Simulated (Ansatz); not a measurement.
Harmonic frequencies (cm⁻¹) at PBE0-D4/def2-TZVP from Ansatz: 127, 134, 155, 250, 324, 545, 567, 654, 726, 743, 840, 845, 899, 926, 934, 952, 991, 1100, 1222, 2224, 2231, 2233, 2314, 3109.

(1) Which molecule is it?
A. `[OH][SnH2][O][SiH3]`
B. `OC1(F)[SiH2][SiH2]1`
C. `F[Si@@H]1O[C@H]1[SiH3]`
D. `BC=C=C=C`

Answers

(1) C.
